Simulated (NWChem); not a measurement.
System: SiH₃Cl; SMILES [SiH3]Cl

Here is an NWChem input.

```
start job
memory heap 200 mb stack 900 mb global 1100 mb
geometry units angstroms noautosym nocenter noautoz
  Si     0.000000     0.000000    -0.959954
  Cl     0.000000     0.000000     1.107816
  H     -0.787225    -1.168593    -1.442037
  H      1.405643    -0.097461    -1.442037
  H     -0.618418     1.266053    -1.442037
end
basis spherical
  Si library cc-pvtz
  Cl library cc-pvtz
  H library cc-pvtz
end
dft
  xc pbe0
  iterations 150
end
tddft
  cis
  ecut -63.0
  nroots 6
  notriplet
end
task tddft energy
```

NWChem printed, in part:

```
             Northwest Computational Chemistry Package (NWChem) 7.3.0
             --------------------------------------------------------

                             Geometry "geometry" -> ""
                             -------------------------

 Output coordinates in angstroms (scale by  1.889725989 to convert to a.u.)

  No.       Tag          Charge          X              Y              Z
 ---- ---------------- ---------- -------------- -------------- --------------
    1 Si                  14.0000     0.00000000     0.00000000    -0.95995400
    2 Cl                  17.0000     0.00000000     0.00000000     1.10781600
    3 H                    1.0000    -0.78722500    -1.16859300    -1.44203700
    4 H                    1.0000     1.40564300    -0.09746100    -1.44203700
    5 H                    1.0000    -0.61841800     1.26605300    -1.44203700

 Effective nuclear repulsion energy (a.u.)      85.7469330851

                                 NWChem DFT Module
                                 -----------------

 Summary of "ao basis" -> "ao basis" (spherical)
 ------------------------------------------------------------------------------
       Tag                 Description            Shells   Functions and Types
 ---------------- ------------------------------  ------  ---------------------
 Si                         cc-pvtz                 12       34   5s4p2d1f
 Cl                         cc-pvtz                 12       34   5s4p2d1f
 H                          cc-pvtz                  6       14   3s2p1d

            General Information
            -------------------
          SCF calculation type: DFT
          Wavefunction type:  closed shell.
          No. of atoms     :     5
          No. of electrons :    34
           Alpha electrons :    17
            Beta electrons :    17
          Charge           :     0
          Spin multiplicity:     1
          Use of symmetry is: off; symmetry adaption is: off
          Maximum number of iterations: 150
          AO basis - number of functions:   110
                     number of shells:    42
          Convergence on energy requested:  1.00D-06
          Convergence on density requested:  1.00D-05
          Convergence on gradient requested:  5.00D-04

              XC Information
              --------------
                         PBE0 Method XC Functional
                     Hartree-Fock (Exact) Exchange  0.250
          PerdewBurkeErnzerhof Exchange Functional  0.750
            Perdew 1991 LDA Correlation Functional  1.000 local
           PerdewBurkeErnz. Correlation Functional  1.000 non-local

[...]

                                NWChem TDDFT Module
                                -------------------

            General Information
            -------------------
           No. of orbitals :     220
            Alpha orbitals :     110
             Beta orbitals :     110
        Alpha frozen cores :       0
         Beta frozen cores :       0
     Alpha frozen virtuals :       0
      Beta frozen virtuals :       0
         Spin multiplicity :       1
    Number of AO functions :     110
        Use of symmetry is : off
      Symmetry adaption is : off
         Schwarz screening :  0.10D-07

              XC Information
              --------------
                  PBE0 Method XC Functional
              Hartree-Fock (Exact) Exchange   0.25
   PerdewBurkeErnzerhof Exchange Functional   0.75
     Perdew 1991 LDA Correlation Functional   1.00 local
    PerdewBurkeErnz. Correlation Functional   1.00 non-local

             TDDFT Information
             -----------------
          Calculation type : Tamm-Dancoff TDDFT
         Wavefunction type : Restricted singlets
          No. of electrons :      34
           Alpha electrons :      17
            Beta electrons :      17
              No. of roots :       6
          Max subspacesize :    5200
            Max iterations :     100
               Target root :       1
           Target symmetry : none
             Energy Cutoff :-0.63D+02
      Symmetry restriction : off
                 Algorithm : Optimal
        Davidson threshold :  0.10D-03

    6 smallest eigenvalue differences (eV)
--------------------------------------------------------
  No. Spin  Occ  Vir  Irrep   E(Occ)    E(Vir)   E(Diff)
--------------------------------------------------------
    1    1    2   18 a       -66.307    -0.004  1804.190
    2    1    2   19 a       -66.307     0.045  1805.519
    3    1    2   20 a       -66.307     0.045  1805.519
    4    1    2   21 a       -66.307     0.051  1805.671
    5    1    2   22 a       -66.307     0.178  1809.136
    6    1    2   23 a       -66.307     0.178  1809.136
--------------------------------------------------------

  Entering Davidson iterations
  Restricted singlet excited states

  Iter   NTrls   NConv    DeltaV     DeltaE      Time
  ----  ------  ------  ---------  ---------  ---------
    1      6       0     0.51E-01   0.10+100       33.6
    2     12       0     0.67E-02   0.57E-02       37.6
    3     18       0     0.26E-02   0.29E-03       31.7
    4     24       4     0.23E-03   0.49E-05       31.7
    5     26       6     0.51E-04   0.38E-07       29.0
  ----  ------  ------  ---------  ---------  ---------
  Convergence criterion met

  Ground state a        -751.287109018768 a.u.

  ----------------------------------------------------------------------------
  Root   1 singlet a             66.208109043 a.u.             1801.6151 eV
  ----------------------------------------------------------------------------
     Transition Moments    X  0.00000   Y -0.00000   Z  0.00983
     Dipole Oscillator Strength                    0.0042681203
     Electric Quadrupole                           0.0006771820
     Magnetic Dipole                               0.0000000000
     Total Oscillator Strength                     0.0049453023

[...]
```

Level: PBE0/cc-pVTZ, restricted-window TDA. Geometry: optimised at PBE0/def2-SVP. The quadrupole and magnetic terms of the printed total strengths depend on the origin.
